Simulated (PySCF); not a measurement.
A PySCF script (with the pyscf-properties extension) for the NMR shieldings of SMILES [BH3-][N+]#CCC1CCCC1, C7H14BN, on a PBE0-D3(BJ)/def2-SVP geometry:

```python
import basis_set_exchange as bse
import numpy as np
from pyscf import gto, dft
from pyscf.prop import nmr

atoms = """
B     4.250565   -0.590473   -0.392613
N     2.904322    0.133893   -0.299289
C     1.887953    0.670221   -0.234158
C     0.583969    1.303112   -0.137638
C    -0.480442    0.372455    0.455796
C    -1.879955    1.039131    0.514977
C    -2.829723    0.085615   -0.224654
C    -2.144706   -1.275167   -0.126910
C    -0.677004   -0.925950   -0.344815
H     3.978373   -1.778769   -0.513210
H     4.843057   -0.343935    0.649546
H     4.813047   -0.132167   -1.378412
H     0.695001    2.216915    0.469147
H     0.288967    1.625348   -1.151245
H    -0.159532    0.113623    1.477547
H    -2.190105    1.162218    1.563579
H    -1.878232    2.047842    0.072762
H    -3.850146    0.096541    0.185743
H    -2.908217    0.376490   -1.285587
H    -2.285272   -1.701831    0.881171
H    -2.526925   -2.012364   -0.848389
H    -0.502377   -0.732806   -1.418335
H     0.022359   -1.720550   -0.044985
"""
names = dict.fromkeys(["B", "N", "C", "H"], "pcSseg-1")
basis = {el: gto.basis.parse(bse.get_basis(n, elements=[el], fmt="nwchem")) for el, n in names.items()}
mol = gto.M(atom=atoms, basis=basis, charge=0, verbose=0)
mf = dft.RKS(mol, xc="PBE0")
mf.grids.level = 2
mf.grids.alignment = dft.numint.BLKSIZE   # the property module wants whole blocks of grid points
mf.conv_tol = 1e-9
mf.kernel()

calc = nmr.RKS(mf)   # GIAO
C = mf.mo_coeff
Co = C[:, mf.mo_occ > 0]
resp = mf.gen_response(singlet=True, hermi=2)
def vind(x):   # induced exchange potential for any number of trial vectors
    d = np.einsum("pi,xij,qj->xpq", C, 2 * x.reshape(-1, C.shape[1], Co.shape[1]), Co, optimize=True)
    return np.einsum("xpq,pi,qj->xij", resp(d - d.transpose(0, 2, 1)), C, Co, optimize=True).ravel()
mo1, _ = nmr.rhf.solve_mo1(calc, with_cphf=vind)
sigma = calc.kernel(mo1)
for i, s in enumerate(sigma):   # ppm
    w = np.linalg.eigvalsh((s + s.T) / 2)
    print("%2d %-2s iso %8.1f  s11 %8.1f  s22 %8.1f  s33 %8.1f" % (i, mol.atom_pure_symbol(i), w.mean(), *w))
```

Task: Give the expected output.

Result: 
```
 0 B  iso    137.2  s11    124.9  s22    125.0  s33    161.6
 1 N  iso     29.7  s11   -119.0  s22   -116.7  s33    324.8
 2 C  iso     67.4  s11    -31.2  s22    -26.0  s33    259.3
 3 C  iso    159.1  s11    140.8  s22    158.4  s33    178.0
 4 C  iso    147.8  s11    121.9  s22    159.6  s33    161.8
 5 C  iso    151.9  s11    121.1  s22    158.9  s33    175.7
 6 C  iso    155.7  s11    130.8  s22    163.1  s33    173.1
 7 C  iso    153.8  s11    129.3  s22    164.5  s33    167.5
 8 C  iso    147.7  s11    125.8  s22    151.5  s33    165.9
 9 H  iso     29.1  s11     25.8  s22     28.5  s33     33.1
10 H  iso     29.2  s11     26.1  s22     28.1  s33     33.4
11 H  iso     29.2  s11     26.0  s22     28.1  s33     33.4
12 H  iso     28.7  s11     22.8  s22     28.4  s33     35.0
13 H  iso     29.3  s11     24.8  s22     29.5  s33     33.7
14 H  iso     29.2  s11     25.2  s22     28.0  s33     34.4
15 H  iso     29.4  s11     24.1  s22     27.7  s33     36.4
16 H  iso     30.3  s11     25.3  s22     29.6  s33     36.0
17 H  iso     29.6  s11     24.6  s22     26.7  s33     37.4
18 H  iso     29.9  s11     25.6  s22     27.5  s33     36.5
19 H  iso     29.9  s11     25.4  s22     27.4  s33     36.8
20 H  iso     29.5  s11     24.6  s22     26.6  s33     37.2
21 H  iso     30.4  s11     25.5  s22     30.1  s33     35.5
22 H  iso     29.1  s11     24.0  s22     28.2  s33     35.1
```

These numbers come from an equivalent density-fitted implementation of the same equations, which agrees with the script to about 0.01 ppm for H and up to a few tenths of a ppm for heavy atoms, so last digits may differ.

Task: Turn these shieldings into chemical shifts. Shifts are taken against calculated references (same method and geometry level): 11B (100.73 ppm) vs BF3·OEt2; NH3 for 15N (265.67 ppm); 13C (184.41 ppm) and 1H (31.27 ppm) against TMS.

Result: Averaging equivalent atoms: B 0: -36.4; N 1: 236.0; C 2: 117.0; C 4: 36.6; C 5/8: 34.6; C 6/7: 29.7; C 3: 25.3; H 12/13: 2.25; H 9/10/11: 2.11; H 14: 2.06; H 15/22: 2.00; H 18/20: 1.60; H 17/19: 1.55; H 16/21: 0.95 ppm. Experimental scales use liquid or dissolved standards, which lie at an offset from isolated NH3 (liquid NH3: subtract about 20 ppm). Unscaled 15N shifts of sp2 nitrogen come out 20 to 40 ppm too high even then.

Size and cost of the density-fitted run: 223 basis functions, 41 s wall time on 1 thread of an Arm Neoverse V1, shared host; peak memory 1.1 GiB.
